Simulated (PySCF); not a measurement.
Isomers of [C3H4F3O]- (charge -1), one GFN2-xTB conformer each. Single-point energies are computed at PBE0/pcSseg-1 (PySCF, gas phase, no added dispersion term), electronic only.

Problem. Rank them by PBE0/pcSseg-1 energy, lowest first (kJ/mol).
A. `[O-:1][CH2:2][CH2:3][C:4]([F:5])([F:6])[F:7]` (charge -1) with O1–C2–C3–C4 180°
B. `C[C@@H]([O-])C(F)(F)F`

Solution. B (0.0), A (35.5).

GFN2-xTB itself gives, in the same order: 0.0, 35.5. Both levels put the same isomer lowest.

---

Isomers of C5H6NO2S (doublet state), one GFN2-xTB conformer each. Single-point energies are computed at B3LYP/pcH-1 (PySCF, gas phase, no added dispersion term), electronic only. GFN2-xTB treats the open shell by occupation alone, and not every SCF solution was tested for stability.

Problem. Rank them by B3LYP/pcH-1 energy, lowest first (kcal/mol).
A. `[CH3:1][S:2](=[O:3])(=[O:4])[CH2:5]/[CH:6]=[C:7]\[C:8]#[N:9]` (doublet state) with C1–S2–C5–C6 70°, S2–C5–C6–C7 -105°
B. `[CH3:1][S:2](=[O:3])(=[O:4])[CH2:5]/[C:6]=[CH:7]/[C:8]#[N:9]` (doublet state) with C1–S2–C5–C6 180°, S2–C5–C6–C7 0°

Solution. A (0.0), B (7.3).

GFN2-xTB itself gives, in the same order: 0.0, 6.0. Both levels put the same isomer lowest.
